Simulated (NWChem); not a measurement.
# MoH$_{4}$F$_{2}$; SMILES [F][MoH4][F]

```xyz
7

Mo     0.0000     0.1050    -0.1560
F     -1.7100    -0.1261     0.5741
F      1.7100    -0.1261     0.5741
H      0.8353    -0.2975    -1.5310
H      0.0000    -1.4275    -0.7507
H      0.0000     1.2939    -1.3366
H     -0.8353    -0.2975    -1.5310
```
Atoms are numbered in this order, from 1.

Level: PBE-D3(BJ)/def2-SVP with def2 effective core potentials on Mo (NWChem), optimised geometry, unscaled harmonic frequencies. def2 effective core potentials on Mo; no spin-orbit coupling.

List the harmonic frequencies with IR intensities, and the thermochemistry.


| frequency (cm⁻¹) | IR intensity (km/mol) |
|---|---|
| 132 | 11.8 |
| 298 | 18.5 |
| 354 | 16.5 |
| 453 | 3.0 |
| 645 | 52.3 |
| 656 | 36.7 |
| 750 | 84.0 |
| 791 | 55.9 |
| 890 | 9.6 |
| 924 | 44.4 |
| 1219 | 41.3 |
| 1982 | 41.1 |
| 1994 | 33.9 |
| 2017 | 36.4 |
| 2076 | 6.7 |

```json
{
 "zero_point_energy": "21.7 kcal/mol",
 "thermal correction to the enthalpy at 298.15 K (with zero-point energy)": "25.5 kcal/mol",
 "heat capacity Cv": "16.9 cal/(mol K)",
 "entropy at 298.15 K and 1 atm (symmetry number 1)": "73.0 cal/(mol K)"
}
```

Rigid rotor and harmonic oscillator.
